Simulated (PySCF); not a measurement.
## Frontier orbitals and the lowest excitations

C3HF7O3S.
Cartesian coordinates in Å at the PBE0-D3(BJ)/def2-SVP level; atoms count from 1:
```
atom  x, y, z in Å
O1    -2.8026   -1.4586    0.1934
S2    -2.0618   -0.3239   -0.2831
O3    -2.2293    0.2671   -1.5908
O4    -2.1835    0.8120    0.8433
C5    -0.2582   -0.7713   -0.1011
F6    -0.0050   -0.9256    1.1961
F7    -0.0789   -1.9229   -0.7346
C8     0.6851    0.2959   -0.7051
F9     0.2407    1.5212   -0.3554
F10    0.6746    0.1872   -2.0273
C11    2.1496    0.1830   -0.2093
F12    2.2400    0.5949    1.0433
F13    2.5614   -1.0730   -0.2896
F14    2.9198    0.9410   -0.9702
H15   -1.8748    1.6550    0.4712
```

Theory: PySCF, TDDFT B3LYP/def2-SVPD, vertical, gas phase, core orbitals frozen in the response.

Frontier orbitals with the atoms that hold most of them (Löwdin shares over 4%, at most four atoms; ? is withheld):

```json
{"orbital": "LUMO+2", "ε (eV)": "-0.27", "atoms": "S2 19%, C5 11%, C8 9%, F10 9%"}
{"orbital": "LUMO+1", "ε (eV)": "-0.77", "atoms": "S2 20%, O4 19%, H15 13%, F9 11%"}
{"orbital": "LUMO", "ε (eV)": "-0.79", "atoms": "C5 20%, S2 19%, O1 12%, C8 10%"}
{"orbital": "HOMO", "ε (eV)": "?", "atoms": "O3 23%, O1 19%, C5 14%, S2 10%"}
{"orbital": "HOMO-1", "ε (eV)": "-9.93", "atoms": "?"}
{"orbital": "HOMO-2", "ε (eV)": "-10.48", "atoms": "O1 42%, O3 40%, S2 11%"}
{"orbital": "HOMO-3", "ε (eV)": "-10.90", "atoms": "O4 34%, O1 32%, O3 15%, S2 9%"}
```

Q: Which atoms hold the HOMO-1, and with what shares?

A: O3 (bonded to S) 45%; O1 (bonded to S) 38%; O4 (bonded to S and H) 7%; S2 (bonded to C and 3 O) 6%. By element: oxygen 90%, sulfur 6%.

Q: What is the HOMO energy, and the HOMO–LUMO gap?

A: ε(HOMO) = -9.78 eV; the gap is 8.99 eV (0.3304 hartree).

Q: The HOMO–LUMO gap is 8.99 eV. Where does the response calculation put the lowest singlet, and from which orbitals?

A: S1 is at 7.91 eV (f = 0.010), 1.08 eV below the gap, made of HOMO→LUMO+1 (43%), HOMO-1→LUMO (41%). Without the coupling terms of the response equations the lowest excitation would equal the gap.

Next come S2 at 7.94 eV (f 0.047), HOMO-1→LUMO (42%), HOMO→LUMO (34%), HOMO→LUMO+1 (15%); S3 at 8.06 eV (f 0.0045), HOMO-1→LUMO+1 (74%), HOMO→LUMO+1 (12%); S4 at 8.09 eV (f 0.139), HOMO→LUMO (54%), HOMO→LUMO+1 (18%), HOMO-1→LUMO (12%); S5 at 8.42 eV (f 0.0059), HOMO→LUMO+2 (82%), HOMO→LUMO+1 (8%).

Löwdin shares depend on the basis, the more so with diffuse functions.

Hardware: Intel Xeon 6975P-C, 2 threads, no GPU, shared host. Cost: 96 s wall, 3.4 min CPU (with the writing of density and orbital grids), 1.9 GiB resident at most.

One conformer stands for the species.
